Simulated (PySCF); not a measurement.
Record of a relaxation.

SnEt3Br, C₆H₁₅BrSn.
Bonds: Sn1–C2, Sn1–C9, Sn1–C16, Sn1–Br23, C2–C3, C9–C10, C16–C17. Hydrogens: H4, H5 on C2; H6, H7, H8 on C3; H11, H12 on C9; H13, H14, H15 on C10; H18, H19 on C16; H20, H21, H22 on C17.

Computed by this run: PBE0-D3(BJ)/def2-SVP geometry optimisation, gas phase, def2 core potentials past Kr (PySCF); density fitting, grid level 1; the optimiser is geomeTRIC in internal coordinates, started from a GFN2-xTB structure with every atom displaced at random (about 0.03 Å). 6 of its 9 geometries are shown. The frame can shift and turn from step to step; on so coarse a grid that alone can change the energy by a few meV, and forces under 0.02 eV/Å are noise.

Step 0: E = -82316.5135 eV, largest atomic force 5.920 eV/Å
```
atom  x, y, z in Å  |  force x, y, z in eV/Å
Sn1     0.044   -0.104    0.033   -0.943   2.141   0.265
C2     -0.354   -0.151    2.246    4.876  -1.166  -2.453
C3      0.010   -1.472    2.824    4.267   1.467   1.396
H4     -1.296    0.059    2.413   -5.739   1.308   0.637
H5      0.221    0.659    2.662    0.591   0.559   0.328
H6     -0.147   -1.450    3.913   -0.127  -0.278   0.104
H7     -0.456   -2.291    2.402   -1.396  -2.077  -1.099
H8      1.180   -1.635    2.696   -2.120   0.063   0.273
C9      2.097   -0.376   -0.604   -0.496  -0.589  -1.271
C10     2.216   -0.576   -2.129   -3.056   0.319   1.176
H11     2.416   -1.295   -0.116    0.291  -0.208   0.415
H12     2.717    0.452   -0.299    0.354   0.535   0.503
H13     3.176   -0.749   -2.451    2.973  -0.777  -0.651
H14     1.564   -1.391   -2.487    0.138  -0.063   0.101
H15     1.905    0.298   -2.689   -0.348   0.656  -0.161
C16    -1.089    1.705   -1.006   -0.361  -3.784  -0.882
C17    -2.588    1.576   -0.987   -0.502  -1.392  -1.201
H18    -0.762    1.679   -2.040    0.538   0.083  -0.422
H19    -0.762    2.562   -0.549    1.093   2.646   1.410
H20    -3.120    2.394   -1.509    0.218   0.096   0.154
H21    -2.978    0.619   -1.472    0.668   0.907   0.365
H22    -2.938    1.509    0.015   -0.687   0.193   1.324
Br23   -1.200   -2.030   -0.887   -0.231  -0.639  -0.311
```

Step 2: E = -82317.7520 eV, largest atomic force 0.242 eV/Å
```
atom  x, y, z in Å  |  force x, y, z in eV/Å
Sn1     0.000   -0.043   -0.009    0.079  -0.081   0.154
C2     -0.369   -0.107    2.120    0.151  -0.099  -0.075
C3      0.006   -1.434    2.762    0.020   0.061   0.135
H4     -1.432    0.129    2.261   -0.084   0.018   0.024
H5      0.211    0.725    2.553   -0.040   0.024   0.027
H6     -0.214   -1.437    3.843   -0.077  -0.024  -0.036
H7     -0.529   -2.276    2.300   -0.045  -0.031   0.008
H8      1.082   -1.639    2.669    0.090  -0.038  -0.064
C9      2.052   -0.334   -0.617   -0.096  -0.169  -0.144
C10     2.169   -0.530   -2.125   -0.031   0.098   0.040
H11     2.399   -1.233   -0.082    0.054   0.056   0.043
H12     2.652    0.519   -0.265   -0.001   0.018   0.045
H13     3.210   -0.727   -2.425    0.022  -0.030  -0.014
H14     1.551   -1.374   -2.468    0.026  -0.021   0.008
H15     1.835    0.360   -2.684    0.015  -0.009   0.027
C16    -1.005    1.595   -0.955   -0.032  -0.029  -0.088
C17    -2.517    1.466   -0.876   -0.130   0.016  -0.014
H18    -0.652    1.597   -1.998   -0.037   0.127  -0.013
H19    -0.645    2.516   -0.472    0.021   0.080  -0.037
H20    -3.025    2.305   -1.379    0.006   0.009   0.025
H21    -2.865    0.538   -1.354    0.012  -0.022  -0.020
H22    -2.879    1.438    0.165    0.020   0.051  -0.006
Br23   -1.177   -2.064   -0.985    0.056  -0.002  -0.028
```

Step 3: E = -82317.7608 eV, largest atomic force 0.197 eV/Å
```
atom  x, y, z in Å  |  force x, y, z in eV/Å
Sn1     0.002   -0.045   -0.012   -0.065   0.098  -0.093
C2     -0.365   -0.136    2.113   -0.045  -0.003   0.081
C3      0.015   -1.460    2.761   -0.187  -0.024  -0.056
H4     -1.438    0.089    2.252    0.102  -0.024   0.004
H5      0.199    0.703    2.558   -0.050  -0.005  -0.013
H6     -0.228   -1.469    3.837    0.006   0.016  -0.013
H7     -0.525   -2.301    2.295    0.052   0.025   0.026
H8      1.090   -1.667    2.670    0.091  -0.033  -0.019
C9      2.057   -0.333   -0.610   -0.027  -0.018   0.002
C10     2.191   -0.529   -2.114    0.117  -0.010   0.002
H11     2.417   -1.218   -0.061   -0.004   0.017   0.004
H12     2.641    0.529   -0.247   -0.004   0.004  -0.026
H13     3.239   -0.723   -2.403   -0.071   0.029   0.009
H14     1.591   -1.387   -2.456   -0.010   0.009  -0.007
H15     1.852    0.355   -2.679    0.015  -0.021   0.013
C16    -1.027    1.611   -0.969    0.049  -0.020   0.102
C17    -2.543    1.493   -0.878    0.056   0.036   0.074
H18    -0.684    1.639   -2.015   -0.018  -0.004   0.009
H19    -0.667    2.539   -0.489    0.002  -0.067  -0.025
H20    -3.045    2.341   -1.371    0.006  -0.005  -0.026
H21    -2.898    0.568   -1.356   -0.039  -0.045  -0.014
H22    -2.893    1.477    0.168    0.021  -0.014  -0.043
Br23   -1.124   -2.085   -1.017    0.003   0.060   0.009
```

Step 5: E = -82317.7631 eV, largest atomic force 0.065 eV/Å
```
atom  x, y, z in Å  |  force x, y, z in eV/Å
Sn1    -0.004   -0.020   -0.017    0.062  -0.020  -0.001
C2     -0.381   -0.160    2.104   -0.016  -0.011  -0.011
C3     -0.003   -1.501    2.715    0.047  -0.005  -0.003
H4     -1.451    0.057    2.247   -0.023  -0.007  -0.010
H5      0.172    0.672    2.574    0.012  -0.007   0.016
H6     -0.246   -1.534    3.789    0.010  -0.012   0.008
H7     -0.537   -2.331    2.229   -0.020  -0.008  -0.019
H8      1.076   -1.708    2.617   -0.030   0.003   0.011
C9      2.056   -0.315   -0.598    0.006   0.014   0.024
C10     2.223   -0.523   -2.096   -0.022  -0.028   0.001
H11     2.409   -1.192   -0.033    0.002  -0.002   0.011
H12     2.634    0.551   -0.236    0.000   0.007  -0.007
H13     3.274   -0.716   -2.363    0.025  -0.001   0.004
H14     1.629   -1.382   -2.446   -0.001   0.009  -0.001
H15     1.897    0.356   -2.674   -0.007   0.018  -0.008
C16    -1.026    1.630   -0.953   -0.026   0.045  -0.029
C17    -2.540    1.505   -0.856   -0.006  -0.005  -0.019
H18    -0.694    1.663   -2.002    0.003  -0.012  -0.005
H19    -0.664    2.554   -0.475   -0.001   0.017   0.011
H20    -3.048    2.346   -1.356   -0.002  -0.003  -0.001
H21    -2.898    0.574   -1.326    0.015   0.020   0.011
H22    -2.885    1.493    0.190   -0.012   0.005   0.019
Br23   -1.135   -2.030   -1.055   -0.017  -0.019  -0.005
```

Step 6: E = -82317.7639 eV, largest atomic force 0.044 eV/Å
```
atom  x, y, z in Å  |  force x, y, z in eV/Å
Sn1    -0.004   -0.013   -0.017    0.038  -0.007   0.004
C2     -0.385   -0.171    2.103    0.001  -0.007  -0.018
C3     -0.006   -1.518    2.697    0.044  -0.004   0.005
H4     -1.456    0.042    2.246   -0.038  -0.005  -0.009
H5      0.165    0.656    2.584    0.014  -0.006   0.011
H6     -0.248   -1.566    3.772    0.002  -0.010   0.004
H7     -0.539   -2.343    2.200   -0.023  -0.013  -0.015
H8      1.073   -1.723    2.598   -0.018   0.003   0.005
C9      2.057   -0.308   -0.591    0.013   0.010   0.017
C10     2.232   -0.520   -2.087   -0.035  -0.015  -0.001
H11     2.407   -1.183   -0.021    0.002   0.001   0.009
H12     2.634    0.559   -0.228   -0.002   0.006  -0.005
H13     3.285   -0.714   -2.347    0.029  -0.004   0.000
H14     1.640   -1.380   -2.439    0.001   0.005   0.001
H15     1.909    0.357   -2.669   -0.003   0.013  -0.002
C16    -1.028    1.640   -0.950   -0.019   0.025  -0.022
C17    -2.542    1.514   -0.853   -0.010  -0.008  -0.018
H18    -0.696    1.673   -2.000    0.003  -0.009  -0.002
H19    -0.667    2.565   -0.473    0.005   0.020   0.014
H20    -3.051    2.353   -1.356   -0.001   0.001   0.002
H21    -2.898    0.582   -1.320    0.011   0.011   0.006
H22    -2.887    1.504    0.193   -0.007   0.009   0.016
Br23   -1.138   -2.018   -1.063   -0.008  -0.015  -0.003
```

Step 8: E = -82317.7652 eV, largest atomic force under 0.02 eV/Å
```
atom  x, y, z in Å  |  force x, y, z in eV/Å
Sn1    -0.004    0.001   -0.015   -0.001   0.013   0.002
C2     -0.396   -0.196    2.100   -0.005  -0.006   0.000
C3     -0.013   -1.557    2.662   -0.006  -0.006  -0.003
H4     -1.469    0.008    2.240   -0.007  -0.007  -0.004
H5      0.149    0.620    2.605    0.001  -0.007  -0.001
H6     -0.258   -1.634    3.734   -0.004  -0.003  -0.003
H7     -0.543   -2.370    2.141   -0.001  -0.002   0.001
H8      1.066   -1.755    2.561    0.003  -0.003  -0.004
C9      2.061   -0.291   -0.574    0.009   0.000   0.003
C10     2.246   -0.510   -2.068   -0.006  -0.002   0.000
H11     2.408   -1.164    0.002    0.002   0.006   0.005
H12     2.635    0.578   -0.211   -0.003   0.005  -0.008
H13     3.302   -0.704   -2.320    0.001   0.001   0.000
H14     1.657   -1.371   -2.421    0.002   0.002   0.000
H15     1.927    0.366   -2.656    0.005   0.001   0.004
C16    -1.029    1.661   -0.944    0.001   0.005   0.007
C17    -2.543    1.533   -0.850    0.001   0.000   0.004
H18    -0.694    1.692   -1.993   -0.003  -0.001   0.001
H19    -0.669    2.586   -0.465    0.007  -0.003   0.002
H20    -3.051    2.370   -1.357    0.002   0.002  -0.001
H21    -2.896    0.600   -1.315    0.000  -0.002   0.000
H22    -2.891    1.527    0.195    0.002   0.005  -0.003
Br23   -1.136   -2.001   -1.074    0.002   0.002  -0.002
```

**Question.** Summarise the path.

**Answer.** The energy falls by 28.87 kcal/mol from step 0 to step 8; nine tenths of that is first reached at step 1. It falls at every step. The largest force goes from 5.920 to under 0.02 eV/Å. Among the bonds Sn1–C16 changes most, from 2.374 to 2.160 Å; the atoms move by 0.131 Å rms after alignment.

**Question.** Follow the three bonds and two angles with the largest change from start to end.

**Answer.** 
| step | E above end (kcal/mol) | largest force (eV/Å) | Sn1–C16 (Å) | C2–H4 (Å) | Sn1–C2 (Å) | C2–C3–H7 (°) | H11–C9–H12 (°) |
| --- | --- | --- | --- | --- | --- | --- | --- |
| 0 | 28.87 | 5.920 | 2.374 | 0.979 | 2.248 | 115.8 | 110.6 |
| 1 | 1.61 | 0.963 | 2.207 | 1.088 | 2.179 | 113.6 | 109.3 |
| 2 | 0.31 | 0.242 | 2.142 | 1.099 | 2.161 | 111.8 | 107.8 |
| 3 | 0.10 | 0.197 | 2.172 | 1.105 | 2.159 | 111.2 | 106.9 |
| 4 | 0.06 | 0.060 | 2.160 | 1.103 | 2.162 | 111.4 | 106.8 |
| 5 | 0.05 | 0.065 | 2.155 | 1.101 | 2.159 | 111.6 | 106.8 |
| 6 | 0.03 | 0.044 | 2.156 | 1.101 | 2.160 | 111.5 | 106.8 |
| 7 | 0.01 | 0.023 | 2.160 | 1.101 | 2.160 | 111.4 | 106.8 |
| 8 | 0.00 | under 0.02 | 2.160 | 1.102 | 2.160 | 111.4 | 106.8 |

The cost below is that of the whole optimisation. Hardware: one thread of an Arm Neoverse V1, shared host with 32 logical CPUs at a one-minute load of 60. Cost: 6.2 min, 1.2 GiB resident at most.
